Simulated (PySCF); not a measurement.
**Atomic charges against the basis set**

C2H7FSi2.
Z-matrix (Å and degrees, PBE0-D3(BJ)/def2-SVP geometry), rows numbered from 1:
```
F 
C   1  1.3754
C   2  1.5335  1  113.69
Si  3  1.9175  2   98.19  1   157.41
Si  2  1.9341  1  118.72  3   115.90
H   2  1.1077  1  107.88  3  -121.01
H   3  1.1048  2  108.56  1    47.05
H   3  1.1009  2  114.93  1   -73.81
H   4  1.4943  3  113.18  2    86.56
H   4  1.4916  3  115.81  2  -145.27
H   5  1.4946  2  110.57  1   -40.14
H   5  1.4930  2  117.95  1    88.15
```

PBE0 throughout (PySCF), one geometry, spherical d and f functions. Geometry: PBE0-D3(BJ)/def2-SVP, one conformer, isolated molecule. The first 7 of 12 kinds of atom are listed.

Mulliken charges (e):

```csv
basis,functions,F1,C2,C3,Si4,Si5,H6,H7
STO-3G,40,-0.122,-0.109,-0.308,+0.413,+0.391,+0.053,+0.065
6-31G,67,-0.337,-0.094,-0.655,+0.410,+0.396,+0.187,+0.218
pcSseg-0,67,-0.369,-0.299,-0.953,+0.419,+0.395,+0.270,+0.298
6-31G*,92,-0.338,+0.037,-0.596,+0.248,+0.228,+0.173,+0.213
cc-pVDZ,113,-0.238,+0.074,-0.192,+0.125,+0.152,+0.047,+0.076
def2-SVP,113,-0.267,+0.024,-0.295,+0.221,+0.230,+0.065,+0.092
aug-cc-pVDZ,186,-0.532,+0.750,+0.256,-0.479,-0.631,-0.276,-0.176
"6-311+G(2d,p)",193,-0.278,-0.120,-0.400,+0.236,+0.243,+0.155,+0.187
def2-TZVP,209,-0.222,+0.049,-0.322,+0.076,+0.074,+0.094,+0.138
cc-pVTZ,256,-0.222,+0.086,-0.285,+0.100,+0.108,+0.071,+0.112
IGLO-III,263,-0.278,-0.087,-0.469,+0.499,+0.511,+0.151,+0.192
```

IAO charges (e):

```csv
basis,functions,F1,C2,C3,Si4,Si5,H6,H7
STO-3G,40,-0.145,-0.209,-0.521,+0.495,+0.463,+0.104,+0.124
6-31G,67,-0.295,-0.071,-0.523,+0.326,+0.316,+0.143,+0.163
pcSseg-0,67,-0.278,-0.091,-0.539,+0.315,+0.301,+0.147,+0.166
6-31G*,92,-0.307,-0.056,-0.532,+0.414,+0.402,+0.130,+0.154
cc-pVDZ,113,-0.309,-0.055,-0.532,+0.412,+0.397,+0.132,+0.154
def2-SVP,113,-0.309,-0.057,-0.530,+0.424,+0.409,+0.130,+0.152
aug-cc-pVDZ,186,-0.327,-0.055,-0.536,+0.415,+0.402,+0.137,+0.157
"6-311+G(2d,p)",193,-0.328,-0.064,-0.546,+0.438,+0.425,+0.139,+0.159
def2-TZVP,209,-0.326,-0.062,-0.549,+0.444,+0.429,+0.137,+0.158
cc-pVTZ,256,-0.323,-0.060,-0.547,+0.433,+0.418,+0.137,+0.158
IGLO-III,263,-0.328,-0.065,-0.549,+0.443,+0.429,+0.139,+0.159
```

Hirshfeld charges (e):

```json
{"basis": "STO-3G", "functions": "40", "F1": "-0.094", "C2": "-0.008", "C3": "-0.118", "Si4": "+0.271", "Si5": "+0.254", "H6": "-0.005", "H7": "+0.005"}
{"basis": "6-31G", "functions": "67", "F1": "-0.137", "C2": "-0.009", "C3": "-0.148", "Si4": "+0.209", "Si5": "+0.201", "H6": "+0.041", "H7": "+0.047"}
{"basis": "pcSseg-0", "functions": "67", "F1": "-0.135", "C2": "-0.011", "C3": "-0.154", "Si4": "+0.232", "Si5": "+0.223", "H6": "+0.028", "H7": "+0.035"}
{"basis": "6-31G*", "functions": "92", "F1": "-0.125", "C2": "-0.013", "C3": "-0.147", "Si4": "+0.208", "Si5": "+0.202", "H6": "+0.042", "H7": "+0.049"}
{"basis": "cc-pVDZ", "functions": "113", "F1": "-0.115", "C2": "-0.023", "C3": "-0.159", "Si4": "+0.232", "Si5": "+0.222", "H6": "+0.037", "H7": "+0.045"}
{"basis": "def2-SVP", "functions": "113", "F1": "-0.124", "C2": "-0.020", "C3": "-0.161", "Si4": "+0.238", "Si5": "+0.229", "H6": "+0.036", "H7": "+0.044"}
{"basis": "aug-cc-pVDZ", "functions": "186", "F1": "-0.128", "C2": "-0.036", "C3": "-0.177", "Si4": "+0.242", "Si5": "+0.232", "H6": "+0.042", "H7": "+0.049"}
{"basis": "6-311+G(2d,p)", "functions": "193", "F1": "-0.133", "C2": "-0.034", "C3": "-0.172", "Si4": "+0.243", "Si5": "+0.234", "H6": "+0.042", "H7": "+0.048"}
{"basis": "def2-TZVP", "functions": "209", "F1": "-0.127", "C2": "-0.032", "C3": "-0.171", "Si4": "+0.238", "Si5": "+0.229", "H6": "+0.042", "H7": "+0.049"}
{"basis": "cc-pVTZ", "functions": "256", "F1": "-0.123", "C2": "-0.029", "C3": "-0.169", "Si4": "+0.236", "Si5": "+0.227", "H6": "+0.041", "H7": "+0.048"}
{"basis": "IGLO-III", "functions": "263", "F1": "-0.131", "C2": "-0.033", "C3": "-0.174", "Si4": "+0.241", "Si5": "+0.233", "H6": "+0.041", "H7": "+0.047"}
```

ESP-fitted charges (e):

| basis | functions | F1 | C2 | C3 | Si4 | Si5 | H6 | H7 |
| --- | --- | --- | --- | --- | --- | --- | --- | --- |
| STO-3G | 40 | -0.147 | +0.095 | -0.286 | +0.238 | +0.166 | +0.016 | +0.076 |
| 6-31G | 67 | -0.305 | +0.311 | -0.368 | +0.141 | +0.044 | +0.040 | +0.137 |
| pcSseg-0 | 67 | -0.303 | +0.312 | -0.448 | +0.153 | +0.026 | +0.046 | +0.152 |
| 6-31G* | 92 | -0.229 | +0.189 | -0.326 | +0.116 | +0.047 | +0.061 | +0.132 |
| cc-pVDZ | 113 | -0.248 | +0.235 | -0.281 | +0.082 | +0.021 | +0.048 | +0.119 |
| def2-SVP | 113 | -0.258 | +0.248 | -0.309 | +0.103 | +0.024 | +0.047 | +0.122 |
| aug-cc-pVDZ | 186 | -0.282 | +0.280 | -0.331 | +0.115 | +0.021 | +0.048 | +0.132 |
| 6-311+G(2d,p) | 193 | -0.284 | +0.271 | -0.335 | +0.110 | +0.024 | +0.051 | +0.134 |
| def2-TZVP | 209 | -0.271 | +0.263 | -0.322 | +0.116 | +0.029 | +0.049 | +0.129 |
| cc-pVTZ | 256 | -0.259 | +0.245 | -0.306 | +0.111 | +0.033 | +0.050 | +0.124 |
| IGLO-III | 263 | -0.273 | +0.255 | -0.319 | +0.112 | +0.024 | +0.052 | +0.129 |

Q: Which scheme is steadiest as the basis changes?

A: Largest range over the bases for any column: Hirshfeld 0.06 e, IAO 0.18 e, ESP-fitted 0.22 e, Mulliken 1.21 e. Hirshfeld charges move least and Mulliken charges most, counted in e. Without the minimal STO-3G basis the ranges are Hirshfeld 0.03, IAO 0.13, ESP-fitted 0.17, Mulliken 1.21 e.

Q: How much do the charges still move between the two largest bases, cc-pVTZ and IGLO-III?

A: At most, over all atoms: Mulliken 0.403 e, IAO 0.011 e, Hirshfeld 0.008 e, ESP-fitted 0.014 e.

Q: What do the same runs give for the total energy, the frontier levels and the dipole moment?

A: 
```
        basis  energy (Eh)  HOMO (eV)  LUMO (eV)  μ (D)
       STO-3G    -749.7374      -4.03       5.13   1.58
        6-31G    -758.6455      -7.63       0.02   1.74
     pcSseg-0    -757.6770      -7.91      -0.09   1.94
       6-31G*    -758.7382      -7.44       0.09   1.34
      cc-pVDZ    -758.7843      -7.49       0.14   1.36
     def2-SVP    -758.4638      -7.58       0.12   1.48
  aug-cc-pVDZ    -758.8033      -7.60      -0.34   1.58
6-311+G(2d,p)    -758.8569      -7.63      -0.32   1.63
    def2-TZVP    -758.8744      -7.59      -0.13   1.50
      cc-pVTZ    -758.8712      -7.58      -0.06   1.43
     IGLO-III    -758.8791      -7.62      -0.13   1.56
```

The dipole is fixed by the density alone, so its range of 0.60 D shows that the density itself changes with the basis, not only its division among atoms.
